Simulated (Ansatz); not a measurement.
Input (CCSDT(Q)/def2-SVP; Ansatz, a first-principles code):

Ansatz 0.2 input:
```yaml
crystal:
  periodic: [false, false, false]
  atoms:
    - {symbol: Zr, position_ang: [-0.18544821, 0.12855980, -0.19408017]}
    - {symbol: O, position_ang: [1.56263140, -0.09477859, -0.41481558]}
    - {symbol: O, position_ang: [-0.63539036, -0.54802043, 1.38521642]}
basis:
  gaussian:
    orbitals: def2-SVP
magnetization: {spin_polarized: false}
correlation: {method: ccsdt_q, electrons: outside_noble_gas}
```

Output:

```
Functional definition: HF
integrals: 0.04 GiB planned
1039 factors; integrals over basis functions are off by at most 1.3e-7 eV
mean field: 0.16 GiB planned
mean field evaluation 1: about -5322.7600 eV, gradient 8.0e1 eV
mean field evaluation 2: about -5322.7676 eV, gradient 8.0e1 eV
mean field evaluation 4: about -5336.6617 eV, gradient 5.4e0 eV
mean field evaluation 8: about -5336.7860 eV, gradient 5.6e-1 eV
mean field evaluation 16: about -5296.9358 eV, gradient 1.4e2 eV
mean field evaluation 32: about -5336.7911 eV, gradient 2.1e-6 eV
mean field evaluation 64: about -5326.4504 eV, gradient 1.1e-3 eV
mean field evaluation 96: about -5325.2210 eV, gradient 5.7e-1 eV
mean field evaluation 128: about -5325.6420 eV, gradient 1.7e-2 eV
mean field evaluation 160: about -5323.8743 eV, gradient 1.3e-1 eV
mean field evaluation 192: about -5323.1463 eV, gradient 2.6e-4 eV
mean field -5336.79111606 eV, -196.1234561084 hartree, gradient 2.1e-6 eV, S^2 0.000000; 0 other end points of the search recorded, 0 dependent functions left out
6 core orbitals not correlated
reference -5336.79111606 eV, -196.1234561084 hartree; 8, 8 occupied and 45, 45 virtual orbitals, 1039 factors
second order -14.32963284 eV of doubles, -0.00000000 eV of singles
coupled cluster: 0.84 GiB planned
cycle   1  -12.16985458 eV  change     2.2e0 eV  update   2.8e-1
cycle   2  -13.56983656 eV  change    -1.4e0 eV  update   3.0e-1
cycle   3  -13.97854877 eV  change   -4.1e-1 eV  update   5.1e-2
cycle   4  -14.15242781 eV  change   -1.7e-1 eV  update   3.0e-2
cycle   5  -14.10978242 eV  change    4.3e-2 eV  update   1.9e-2
cycle   6  -14.08917821 eV  change    2.1e-2 eV  update   7.2e-3
cycle   7  -14.09096359 eV  change   -1.8e-3 eV  update   4.9e-3
cycle   8  -14.09765718 eV  change   -6.7e-3 eV  update   2.3e-3
cycle   9  -14.10008320 eV  change   -2.4e-3 eV  update   1.6e-3
cycle  10  -14.09800174 eV  change    2.1e-3 eV  update   7.7e-4
cycle  11  -14.09875097 eV  change   -7.5e-4 eV  update   6.2e-4
cycle  12  -14.09704122 eV  change    1.7e-3 eV  update   3.7e-4
cycle  13  -14.09744867 eV  change   -4.1e-4 eV  update   2.1e-4
cycle  14  -14.09746959 eV  change   -2.1e-5 eV  update   1.3e-4
cycle  15  -14.09743259 eV  change    3.7e-5 eV  update   5.2e-5
cycle  16  -14.09756671 eV  change   -1.3e-4 eV  update   4.0e-5
cycle  17  -14.09760363 eV  change   -3.7e-5 eV  update   1.4e-5
cycle  18  -14.09759248 eV  change    1.1e-5 eV  update   8.8e-6
cycle  19  -14.09758438 eV  change    8.1e-6 eV  update   6.2e-6
cycle  20  -14.09757390 eV  change    1.0e-5 eV  update   3.4e-6
cycle  21  -14.09757676 eV  change   -2.9e-6 eV  update   2.1e-6
cycle  22  -14.09757359 eV  change    3.2e-6 eV  update   1.2e-6
cycle  23  -14.09757441 eV  change   -8.2e-7 eV  update   7.5e-7
perturbative correction -0.08008622 eV, -0.0029431144 hartree
Total energy: -5350.96877670 eV, -196.6444755267 hartree
```
